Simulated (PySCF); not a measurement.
Planning a geometry optimisation on `O=CN[SiH2][GeH3]`.

Method: PBE0-D3(BJ)/def2-SVP geometry optimisation, gas phase (PySCF 2.14.0). Work: geometry optimisation from a GFN2-xTB start shaken at random, density fitting. The input is one job of a driver script: a line of settings, then coordinates in Å.

Command:
```bash
OMP_NUM_THREADS=1 python probes_run.py task.json out
```

Input:
```
{"job": {"xc": "PBE0", "basis": "def2-SVP", "d3": "d3bj", "grid": 1, "shake": 0.01, "kind": "geom"}, "charge": 0, "multiplicity": 1}
O     -0.771180     1.358950     0.840580
C     -1.654990     0.651720     0.391140
N     -1.433680    -0.470980    -0.298640
Si     0.262630    -1.027480    -0.632500
Ge     1.683510     0.505940     0.302800
H     -2.724500     0.894890     0.532600
H     -2.208040    -0.988930    -0.602660
H      0.252390    -1.138840    -2.097500
H      0.231060    -2.377910    -0.041100
H      1.643170     0.628880     1.807800
H      1.643340     1.882180    -0.256910
H      3.115980     0.053320     0.045380
```

Hardware: one thread of an Arm Neoverse N1, shared host with 64 logical CPUs at a one-minute load of 60. PySCF's memory limit was set to 1760 MB.

The basis has 127 functions.

Task: How long does the run take?

Result: About 1.8 min. The run took 9 energy-and-gradient evaluations and 63 SCF cycles, 12 s an evaluation on average.

Task: Estimate the peak memory.

Result: About 0.53 GiB. Peak memory is the resident size of the whole Python process, interpreter and libraries included.

Task: At this speed, how long would 5000 such jobs take on 32 cores, one job a core?

Result: 5000/32 gives 157 rounds of 1.8 min, about 4.7 h of wall time and 150 core-hours, if the jobs don't slow each other.

The host was shared with other jobs, so the times are rough.
